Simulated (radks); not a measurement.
Results of a calculation; reference values are marked as such.
Problem. Re23+, configuration [Kr] 4d10 4f6 (the NIST ground configuration). Level of theory: Dirac Kohn-Sham, PBE, spin-unpolarised, spherical densities, point nucleus; open shells are shared between the two j in proportion to 2j + 1 (a radial shooting solver on a logarithmic mesh with Libxc functionals). Some entries of the table are withheld. Estimate them.

orbital     occ.  eigenvalue (Ry)  <1/r> (bohr^-1)  <r^2> (bohr^2)
1s1/2          2        -5309.750            88.81             (1)
2s1/2          2        -961.2301            21.65        0.006817
2p1/2          2              (2)              (3)        0.004860
2p3/2          4              (4)              (5)        0.006059
3s1/2          2        -260.9658            7.958             (6)
3p1/2          2        -243.4151            7.869         0.04062
3p3/2          4        -220.3614            6.949         0.04709
3d3/2          4        -190.9692            6.839             (7)
3d5/2          6        -185.9702            6.623             (8)
4s1/2          2        -91.10503            3.467          0.2055
4p1/2          2        -83.69597            3.371          0.2084
4p3/2          4        -77.78872            3.064          0.2360
4d3/2          4        -65.58727            2.899          0.2409
4d5/2          6        -64.42023            2.829          0.2495
4f5/2    2.57143        -49.03751            2.573          0.2439
4f7/2    3.42857        -48.76147            2.549          0.2476

Solution. 
(1) 1s1/2 <r^2> (bohr^2): 0.0004477
(2) 2p1/2 eigenvalue (Ry): -921.7615
(3) 2p1/2 <1/r> (bohr^-1): 21.60
(4) 2p3/2 eigenvalue (Ry): -815.9502
(5) 2p3/2 <1/r> (bohr^-1): 18.04
(6) 3s1/2 <r^2> (bohr^2): 0.04432
(7) 3d3/2 <r^2> (bohr^2): 0.03642
(8) 3d5/2 <r^2> (bohr^2): 0.03818
